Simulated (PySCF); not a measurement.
Compound: C₆H₈NPS.
Structure used (GFN2-xTB), in Å, numbered top down from 1:
```xyz
17
C6H8NPS angstrom
C     -2.5577    0.3060    0.9003
P     -1.6997   -0.8494   -0.2292
S     -2.4673   -1.0874   -1.9855
C      0.0368   -0.2996   -0.1984
C      0.7481   -0.0247   -1.3553
C      2.0677    0.3787   -1.2212
C      2.6043    0.4828    0.0524
C      1.7980    0.1813    1.1429
N      0.5408   -0.2013    1.0248
H     -2.6612    1.2682    0.3968
H     -3.5507   -0.0905    1.1123
H     -1.9853    0.4176    1.8186
H     -1.6116   -1.9856    0.5840
H      0.2643   -0.1307   -2.3157
H      2.6645    0.6059   -2.0924
H      3.6275    0.7911    0.2004
H      2.1747    0.2498    2.1552
```

NICS is the negative of the GIAO shielding at a point without a nucleus: at the ring centre (0) and 1 Å above and below it (1); zz is the component along the ring normal. Level: GIAO PBE0/pcSseg-1 (PySCF, non-relativistic, gas phase) on the GFN2-xTB geometry, one conformer.

Ring bond lengths (Å), with Mayer bond orders in brackets: C4–C5 1.386 (1.38), C5–C6 1.386 (1.42), C6–C7 1.386 (1.43), C7–C8 1.389 (1.39), C8–N9 1.319 (1.50), N9–C4 1.327 (1.40).

Problem. What do the NICS probes read (ppm)?

Solution. 
```json
{"ring": "C4–C5–C6–C7–C8–N9", "type": "6-membered ring with N; formal bonds all aromatic", "NICS(0)": "-7.3", "NICS(1), two faces": "-11.4 / -11.5", "NICS(1)zz, two faces": "-28.5 / -28.2", "rms pucker (Å)": "0.00", "centre to ring atoms, mean (Å)": "1.37"}
```

Problem. What can be read from them?

Solution. 
- C4–C5–C6–C7–C8–N9: mean NICS(1)zz -28.3 ppm, shielded, aromatic by this magnetic criterion (flat ring, no four-coordinate atom).

Problem. What does the geometric index give? HOMA = 1 − mean of α(R − Ropt)² over the ring bonds, with Krygowski's 1993 parameters (CC: Ropt 1.388 Å, α 257.7 Å⁻²; CN: Ropt 1.334 Å, α 93.52 Å⁻²).

Solution. 
- C4–C5–C6–C7–C8–N9: HOMA 1.00; the largest term is that of C8–N9, α(R − Ropt)² = 0.02. The geometric and the magnetic index point the same way.

Problem. What is the mean of the two in-plane components of NICS at the first NICS(1) probe listed for ring C4–C5–C6–C7–C8–N9, 1 Å off the ring?

Solution. The isotropic value is a third of the trace: (3 × -11.4 − (-28.5))/2 = -2.9 ppm.

The run took 42 s wall on an Arm Neoverse V1 with one thread, no GPU (shared host), and the process peaked at 0.93 GiB of memory. This is the whole shielding run at PBE0/pcSseg-1, SCF included.
